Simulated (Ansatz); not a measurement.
`[F][Sn]([F])([F])[GeH3]` + `N/C(Cl)=C\O` → `N/C(Cl)=[CH]/[GeH3]` + `[OH][Sn]([F])([F])[F]`  (formal exchange of groups at a Ge–Sn bond)

Gas-phase electronic energies from Ansatz, PBE0-D4/def2-TZVP geometries. CCSD(T)/CBS is the MP2 limit (def2-TZVPP, def2-QZVPP) plus CCSD(T) − MP2 in def2-TZVPP, frozen cores. Double bonds are as drawn, so ΔE can hold a change between cis and trans. Functionals use def2-TZVPP. B3LYP here is the variant with VWN-RPA as its local correlation; programs differ in this. def2 core potentials past Kr. For Ge, Sn outer-core shells are correlated without core-valence functions, which leaves a few kJ/mol of doubt a bond. Scalar relativity is left out up to krypton. Each species was taken in one conformer, which may not be the lowest.

`[F][Sn]([F])([F])[GeH3]`:

Cartesian coordinates in Å:
```
F -2.216 0.053 1.384
Sn -1.139 -0.112 -0.176
F -1.678 -1.784 -0.909
F -1.898 1.158 -1.372
Ge 1.414 0.140 0.219
H 1.813 -0.972 1.188
H 1.624 1.532 0.813
H 2.079 -0.015 -1.148
```

`N/C(Cl)=C\O`:

Z-matrix (Å, degrees):
```
N
C 1 1.402
H 1 1.013 2 112.6
H 1 1.013 2 112.6 3 -122.7
Cl 2 1.745 1 119.7 3 61.4
C 2 1.332 1 120.1 3 -118.6
O 6 1.342 2 122.7 1 0.0
H 6 1.081 2 123.1 1 -180.0
H 7 0.971 6 105.7 2 0.0
```

`N/C(Cl)=[CH]/[GeH3]`:

Cartesian coordinates in Å:
```
N 0.296 2.068 0.905
C 0.009 0.975 0.125
Cl -0.773 1.438 -1.356
C 0.208 -0.311 0.419
Ge -0.357 -1.797 -0.668
H 0.926 1.886 1.670
H 0.488 2.924 0.410
H 0.717 -0.519 1.356
H 0.042 -3.089 0.066
H 0.325 -1.778 -2.047
H -1.881 -1.795 -0.880
```

`[OH][Sn]([F])([F])[F]`:

```xyz
6

O    -0.652    1.413   -0.174
Sn    0.247   -0.246    0.168
F    -0.647   -1.675   -0.687
F     0.330   -0.598    2.015
F     2.028   -0.236   -0.445
H    -1.306    1.342   -0.877
```

| level | ΔE (kJ/mol) | difference from CCSD(T)/CBS |
| --- | --- | --- |
| PBE-D4 | 21.2 | 28.0 |
| r2SCAN-D4 | 5.6 | 12.4 |
| PBE0-D4 | 16.5 | 23.3 |
| B3LYP-D4 | 14.8 | 21.6 |
| ωB97X-V | 4.3 | 11.1 |
| ωB97M-V | 5.8 | 12.6 |
| B2PLYP | 2.6 | 9.4 |
| PBE | 23.9 | 30.7 |
| r2SCAN | 6.3 | 13.1 |
| PBE0 | 18.7 | 25.5 |
| B3LYP | 19.2 | 26.0 |
| HF/def2-TZVPP | -1.4 | 5.4 |
| MP2/def2-TZVPP | -18.5 | -11.7 |
| SCS-MP2/def2-TZVPP | -16.5 | -9.7 |
| CCSD/def2-TZVPP | -6.0 | 0.8 |
| CCSD(T)/def2-TZVPP | -8.6 | -1.8 |
| HF/def2-QZVPP | -2.9 | 3.9 |
| MP2/def2-QZVPP | -17.9 | -11.1 |
| SCS-MP2/def2-QZVPP | -16.5 | -9.7 |
| HF/CBS(def2) | -3.1 | 3.7 |
| MP2/CBS(def2) | -16.6 | -9.8 |
| CCSD/CBS(def2) | -4.2 | 2.6 |
| CCSD(T)/CBS | -6.8 | 0 |

Largest T1 diagnostic among the species: 0.015.

In def2-TZVPP, CCSD(T) changes the Hartree–Fock value by −7.2 kJ/mol (the triples alone add −2.6 kJ/mol) and MP2 by −17.1 kJ/mol. The D4 term adds −4.4 kJ/mol with B3LYP and −2.2 kJ/mol with PBE0; it sums over pairs of atoms, weighted by their polarisabilities, and B3LYP, whose exchange is more repulsive, gets the larger term. From PBE to PBE0 (25 % exact exchange), in def2-TZVPP and without D4, ΔE moves by −5.2 kJ/mol.
